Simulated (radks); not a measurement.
The mean radii <r> (bohr) of the occupied orbitals of an atom or ion are listed with their occupations. All-electron calculation, scalar-relativistic Kohn-Sham, PBEsol, spin-polarised, spherical densities, finite nucleus; Fermi nuclear charge, rms radius of each element as measured or else 0.836 A^(1/3) + 0.57 fm. Program: a radial shooting solver on a logarithmic mesh with Libxc functionals.

orbital  occ.      <r>
1s up       1  0.01687
1s down     1  0.01687
2s up       1  0.07116
2s down     1  0.07116
2p up       3  0.06426
2p down     3  0.06426
3s up       1   0.1839
3s down     1   0.1839
3p up       3   0.1852
3p down     3   0.1851
3d up       5   0.1677
3d down     5   0.1677
4s up       1   0.4063
4s down     1   0.4063
4p up       3   0.4322
4p down     3   0.4323
4d up       5   0.4558
4d down     5   0.4559
5s up       1   0.9107
5s down     1   0.9099
4f up       7   0.4886
4f down     6   0.4886
5p up       3    1.040
5p down     3    1.038
5d up       5    1.363
5d down     3    1.361
6p up       1    2.644

Name the element and its charge. Open shells, if any, are filled with parallel spins first.

Answer. Z = 79, gold, charge +3: Au3+ in [Xe] 4f13 5d8 6p1. The 1s radius gives Z: for a bare nucleus <r> = (2 gamma + 1)/(2Z) with gamma = sqrt(1 - (Z/c)^2), 0.01667 bohr for Z = 79, and screening makes it slightly larger (0.01687 here). The occupations add up to 76, and the charge is Z minus that.
